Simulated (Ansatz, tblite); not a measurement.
Cost and result up the ladder for VCl₃ (4 atoms). Charge 0, multiplicity 3. Geometry: r2SCAN-D4/def2-SVP.

```
atom   x (Å)   y (Å)   z (Å)
  V1   0.049  -0.020  -0.016
 Cl2   1.953  -0.807  -0.640
 Cl3  -0.905   1.672  -0.964
 Cl4  -1.096  -0.845   1.620
```

Ansatz on 2 threads of AMD EPYC 9R45 on a shared host; xTB runs through tblite on one thread. Times are rough, summed over both states, and most runs start from the orbitals of an earlier one. CAM-B3LYP-D4/def2-TZVP serves as the yardstick here, not as an exact answer. The other state is a doublet, and no other spin of it was run.

The xTB rows come from tblite. LC-ωPBE has ω = 0.4 bohr⁻¹. B3LYP takes the VWN-RPA correlation. Correlated methods freeze 20 core orbitals; core or outer-core shells of V are correlated, in sets that lack core-valence functions. In CCSD on the charge 1 doublet the largest single amplitude is 0.17, so its Hartree–Fock determinant may place the open shell otherwise than the density functionals do.

Correlated methods converge slowly with the basis.

Raw xTB energies of ions are shifted by several eV, and xTB has no spin-polarisation term.

| level | functions | wall time | vertical IE (eV) | difference from CAM-B3LYP-D4/def2-TZVP (eV) | remarks |
| --- | --- | --- | --- | --- | --- |
| GFN1-xTB | 36 | 0.01 s | 14.02 | 4.04 | – |
| GFN2-xTB | 36 | 0.012 s | 13.25 | 3.27 | – |
| PBE-D4/def2-TZVP (with forces) | 156 | 8.1 s | 8.78 | -1.21 | – |
| revPBE-D4/def2-TZVP (with forces) | 156 | 8.6 s | 8.74 | -1.24 | – |
| PBE0-D4/def2-TZVP | 156 | 13 s | 9.71 | -0.28 | – |
| r2SCAN-D4/def2-TZVP | 156 | 14 s | 9.18 | -0.80 | – |
| LC-ωPBE/def2-TZVP | 156 | 15 s | 10.31 | 0.33 | – |
| B3LYP-D4/def2-TZVP | 156 | 16 s | 9.52 | -0.46 | – |
| PBE-QIDH/def2-TZVP | 156 | 17 s | 9.62 | -0.36 | spin-contaminated (⟨S²⟩ 0.84) (+1 doublet) |
| CAM-B3LYP-D4/def2-TZVP | 156 | 18 s | 9.98 | 0.00 | – |
| CCSD(T)/def2-TZVP | 156 | 2.7 min | 9.22 | -0.76 | spin-contaminated (⟨S²⟩ 0.89) (+1 doublet) |
